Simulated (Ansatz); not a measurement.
Relaxation of AlClH2OSi (6 atoms, charge 0, multiplicity 1), to a largest force component of 0.02 eV/Å in at most 40 steps.

Computed with RKS PBE0/6-31G* (Ansatz).

```xyz
6
Properties=species:S:1:pos:R:3
O 1.849 -0.921 -1.689
Si 1.093 -0.054 -0.706
Al -0.998 -0.119 0.541
Cl -2.575 -1.364 0.740
H 1.674 1.256 -0.271
H -1.042 1.202 1.385
```

Question: Where does it end, and by what steps?

Answer: It converged. After 7 steps the energy has fallen by 0.227 eV; Cl4 moved furthest, 0.44 Å.

```tsv
step	energy less start (eV)	largest force component (eV/Å)	accepted
0	0.0000	1.107	yes
1	-0.1516	0.227	yes
2	-0.1937	0.359	yes
3	-0.1920	0.745	no
4	-0.2196	0.283	yes
5	-0.2252	0.132	yes
6	-0.2206	0.188	no
7	-0.2267	0.011	yes
```

```xyz
6
Properties=species:S:1:pos:R:3
O 1.509 -1.106 -1.601
Si 1.119 0.046 -0.661
Al -0.977 0.090 0.656
Cl -2.284 -1.539 0.460
H 2.019 1.241 -0.489
H -1.386 1.269 1.634
```

Whether the end is a true minimum wasn't checked by a vibrational analysis.

The run took 25 s on 1 thread of Arm Neoverse V1, with other jobs on the host, peak memory 0.15 GiB.
